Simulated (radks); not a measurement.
Os3+, 73 electrons, occupied as [Xe] 4f13 5d6 (not the ground configuration).

All-electron calculation, non-relativistic Kohn-Sham, PBEsol, spin-unpolarised, spherical densities, point nucleus; relativity is left out, which matters for an element this heavy. Program: a radial shooting solver on a logarithmic mesh with Libxc functionals.

Energy parts (eV):
| part | energy |
|---|---|
| total | -443161.65 |
| kinetic | 443040.82 |
| electron-nucleus | -1052492.79 |
| Hartree | 174851.99 |
| exchange-correlation | -8561.67 |

Orbitals (lengths in bohr, moments of r in powers of bohr; r(90%) holds 90 % of the orbital's charge):
orbital,occ.,eigenvalue (eV),<r^2>,r(90%)
1s,2,-67424.54,0.0005309,0.0354
2s,2,-11190.49,0.008290,0.129
2p,6,-10742.36,0.006123,0.115
3s,2,-2617.271,0.05171,0.311
3p,6,-2407.988,0.04773,0.303
3d,10,-2017.308,0.03698,0.275
4s,2,-569.8152,0.2505,0.675
4p,6,-481.1397,0.2582,0.691
4d,10,-318.8475,0.2757,0.729
4f,13,-104.2930,0.3400,0.852
5s,2,-107.8875,1.319,1.55
5p,6,-80.3744,1.572,1.71
5d,6,-37.7720,2.705,2.31

The highest occupied level is 5d at -37.772 eV. Summed over all electrons, <r^2> = 38.34 bohr^2, which gives a Langevin (diamagnetic) susceptibility term of -30.4 x 10^-6 cm^3/mol.
